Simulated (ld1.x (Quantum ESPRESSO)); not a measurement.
## Before and after: TM potential for Ba (Z = 56)

ld1.x (Quantum ESPRESSO) 7.5 input, shortened:

```
&input
   title='Ba', zed=56., rel=1, dft='PBESOL', iswitch=3,
   config='[Xe] 5d0 6s1.5 6p0'
 /
 &inputp
   pseudotype=2, tm=.true., lloc=1,
   nlcc=.true., rcore=2.85
 /
3
6S  1  0   1.50   0.00  3.00  3.00  0.0
5D  3  2   0.00   0.00  4.20  4.20  0.0
6P  2  1   0.00   0.00  4.20  4.20  0.0
 &test
   configts(1)='5d0 6s1.5 6p0'
 /
```

Change: local potential the d channel.

Cutoffs: the cutoffs (Ry, on a coarse ladder) from which the occupation-weighted sum of valence levels, in a spherical-Bessel basis at the reference potential, stays within 10 and 1 mRy of its value at 400 Ry; they do not see the model core or the augmentation charge, which bear on the density cutoff. Errors are all-electron minus pseudo energies relative to the spin-unpolarised reference configuration.

Question: How do hardness, ghosts and transferability respond?

Answer: The potential gets harder (6 Ry and 15 Ry → 8 Ry and 15 Ry); the bound ghosts move from s to p, s; of the 7 tests that both files solve, the error grows in 1 and shrinks in 3 by more than 15 % and 0.3 meV (median size 19.9 → 19.0 meV); the range in which the s phases agree widens (upper end -0.3 → 1.0). In the separable form a ghost depends on how the local part lies against the semilocal potential of the channel, so the choice of the local part can create or remove one.

| quantity | base | changed |
| --- | --- | --- |
| cutoff, loose | 6 Ry | 8 Ry |
| cutoff, tight | 15 Ry | 15 Ry |
| bound ghosts | s | s, p |
| error for 5d0 6s2 6p0, meV [ΔE -2.15 eV] | +20 | -5.8 |
| error for 5d0 6s1 6p0, meV [ΔE 3.23 eV] | +33 | -8.0 |
| error for 5d0 6s1 6p1, meV [ΔE -0.10 eV] | -4.2 | -4.5 |
| error for 5d1 6s0 6p0, meV [ΔE 3.89 eV] | -20 | -19 |
| error for 5d0.5 6s1.5 6p0, meV [ΔE -1.50 eV] | +29 | -26 |
| error for 5d1 6s1 6p0, meV [ΔE -0.81 eV] | +8.1 | -49 |
| error for 5d0 6s0 6p2, meV [ΔE 2.02 eV] | -34 | -19 |
| s: phases at 4.57 bohr within 0.05 rad from the reference energy up to (Ry; the scan ends near 5) | -0.3 | 1.0 |
| p: phases at 4.57 bohr within 0.05 rad from the reference energy up to (Ry; the scan ends near 5) | 0.2 | -0.2 |
| d: phases at 4.57 bohr within 0.05 rad from the reference energy up to (Ry; the scan ends near 5) | 0.1 | 0.5 |

 A true bound ghost makes a file unfit for plane-wave use even where its test errors are small: the radial tests pick states by their node count and pass the ghost by.
